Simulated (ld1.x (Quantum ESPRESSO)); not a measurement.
sulfur RRKJ: all-electron and pseudo phase curves

- Element: S
- Generator: ld1.x (Quantum ESPRESSO) 7.5
- Type: norm-conserving RRKJ (Kleinman–Bylander form)
- Functional: LDA (PZ)
- Relativity: scalar-relativistic
- Frozen core: [Ne]
- Valence charge: 6
- Reference configuration: 3s1.75 3p4.25
- Partial waves: 3s (bound): rc 1.20 bohr; 3d channel at 0.3 Ry: rc 1.45 bohr; 3p (bound): rc 1.40 bohr
- Local potential: the p channel
- Core correction: a·sin(br)/r model core inside 0.60 bohr
- rho0: 0.001

The phase is arctan(r·u′/u) with u = r·R(r), unwrapped; energies in Ry, scanned from -3 to 5 Ry. A pole is an energy at which the radial function vanishes at the test radius. The pseudo phase is shifted by a multiple of π to meet the all-electron one at the reference energy, and phase errors are pseudo minus all-electron; the curves can meet again beyond the range given. Levels narrower than the energy grid can be missing from the lists of poles.

**Question.** For each channel, where are the poles, and over which energies does the pseudopotential scatter like the atom?

**Answer.**

```csv
channel,radius (bohr),reference energy (Ry),"poles, all-electron","poles, pseudo",unbroken range about the reference energy with phases within 0.05 rad,phase error 1 Ry above the reference energy (rad)
s,1.60,-1.28,3.20,3.00,the whole range,-0.002
p,1.60,-0.53,4.30,4.03,the whole range,-0.004
d,1.60,0.30,4.86,none,the whole range,+0.006
```

Phases in the p channel:

```
E (Ry)  all-electron  pseudo
 -3.00         1.078   1.074
 -2.76         1.044   1.041
 -2.52         1.004   1.001
 -2.28         0.957   0.954
 -2.04         0.899   0.896
 -1.80         0.827   0.824
 -1.56         0.737   0.735
 -1.32         0.623   0.621
 -1.08         0.477   0.476
 -0.84         0.293   0.292
 -0.60         0.071   0.071
 -0.36        -0.175  -0.175
 -0.12        -0.419  -0.420
  0.12        -0.636  -0.638
  0.36        -0.814  -0.817
  0.60        -0.955  -0.959
  0.84        -1.065  -1.071
  1.08        -1.152  -1.159
  1.32        -1.222  -1.230
  1.56        -1.279  -1.287
  1.80        -1.327  -1.335
  2.04        -1.366  -1.376
  2.28        -1.400  -1.410
  2.52        -1.430  -1.440
  2.76        -1.455  -1.467
  3.00        -1.478  -1.490
  3.24        -1.499  -1.512
  3.48        -1.517  -1.531
  3.72        -1.534  -1.549
  3.96        -1.550  -1.566
  4.20        -1.565  -1.582
  4.44        -1.579  -1.597
  4.68        -1.592  -1.612
  4.92        -1.604  -1.626
```
